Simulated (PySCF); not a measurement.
Structure problem from calculated spectra and properties.

Elements present: Al, C, Cl, H and N. Monoisotopic mass: 140.9693 u.

- NMR, other nuclei: isotropic shieldings of nuclei other than C and H, by class: 203 (1 N), 401 (1 Al), 975 (2 Cl) ppm [GIAO B3LYP/pcSseg-1 (pcSseg-2 on Al)]
- Rotational structure: rotational constants A, B, C: 1.788, 1.563, 0.843 GHz [PBE0-D3(BJ)/def2-SVP]
- UV, first state: lowest singlet excitation: 5.19 eV (239 nm, f = 0.008) [TDDFT wB97X-D/def2-SVPD]
- XPS: Cl2p3/2 205.9 (×2), C1s 291.7 (×2), N1s 404.5, Al1s 1568.1, Cl1s 2828.5 (×2) eV [ΔSCF SCAN, pcX-2 on the ionised atom, pcseg-1 elsewhere, spin-free X2C, 2p3/2 from a spin–orbit splitting computed afterwards within the 2p shell]
- Triplet: lowest triplet excitation (Tamm–Dancoff): 4.96 eV [TDA wB97X-D/def2-SVPD]
- 13C NMR: chemical shifts (computed TMS as zero) by class: 41.0 (2 C) ppm [GIAO B3LYP/pcSseg-1 (pcSseg-2 on Al)]
- Polarisability: 83.2 au [wB97X-D/def2-SVPD]

Gas-phase values; electronic properties from PySCF, density fitting. Levels stand in brackets. Isolated species at its PBE0-D3(BJ)/def2-SVP geometry, gas phase. NMR classes are plain means over equivalent atoms (diastereotopic ones count apart unless rotation or inversion swaps them), as if these changed places fast.

Question: Which formula fits the mass and the elements?

Answer: C2H6AlCl2N (calculated 140.9693). No other formula that holds each of these elements comes within 0.0003 u with a fitting electron parity and a possible valence count.

Question: What is the compound? Reason from the data.

Answer: 2 carbons fall into 1 class: carbon bonded to N and 3 H (41.0 ppm, 2 C). The other shieldings belong to: 203 ppm, nitrogen bonded to Al and 2 C; 401 ppm, aluminium bonded to 2 Cl and N; 975 ppm, chlorine bonded to Al. The core levels belong to: Cl2p3/2 205.9 eV, chlorine bonded to Al; C1s 291.7 eV, carbon bonded to N and 3 H; N1s 404.5 eV, nitrogen bonded to Al and 2 C; Al1s 1568.1 eV, aluminium bonded to 2 Cl and N; Cl1s 2828.5 eV, chlorine bonded to Al. By its constants the optimised geometry is an asymmetric top. Structure: AlCl2(NMe2), `C[N](C)[Al]([Cl])[Cl]`. The assignments are read from this structure; whether some other isomer fits the data as well wasn't checked.
